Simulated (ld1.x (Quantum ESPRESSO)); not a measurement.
## An all-electron radial function and its pseudo partner (silicon (Si))

Columns: radius, all-electron u(r) and pseudo u(r) of the 3s shell (level -28.54 eV) of silicon in the configuration [Ne] 3s2 3p0; PBE, scalar-relativistic, RRKJ scheme, ld1.x (Quantum ESPRESSO) 7.5.

```tsv
r (bohr)	all-electron	pseudo
0.085	0.1704	0.0234
0.170	-0.0636	0.0476
0.255	-0.2719	0.0734
0.340	-0.3705	0.1016
0.425	-0.3693	0.1331
0.510	-0.2986	0.1688
0.595	-0.1869	0.2095
0.680	-0.0555	0.2558
0.765	0.0808	0.3080
0.850	0.2122	0.3657
0.935	0.3331	0.4279
1.020	0.4401	0.4926
1.105	0.5319	0.5570
1.190	0.6082	0.6181
1.275	0.6697	0.6725
1.360	0.7174	0.7178
1.445	0.7524	0.7523
1.530	0.7759	0.7758
1.615	0.7888	0.7888
1.700	0.7926	0.7926
1.785	0.7882	0.7882
1.870	0.7770	0.7770
1.955	0.7601	0.7601
2.040	0.7385	0.7385
2.125	0.7132	0.7132
2.210	0.6851	0.6851
```

Task: How many radial nodes do the two functions have?

Result: The all-electron 3s function has n − l − 1 = 2; the pseudo-wave has 0, since the states of the same l below it are removed with the core.

Task: At about which radius was the pseudo-wave matched?

Result: 1.70 bohr. The columns agree to 0.0005 from 1.36 bohr on; several derivatives are matched, so the curves merge somewhat inside the radius.

Task: Is the pseudo-wave norm-conserving?

Result: Yes: the RRKJ scheme keeps the norm inside the radius equal to the all-electron one, which fixes the energy derivative of the logarithmic derivative at the level.
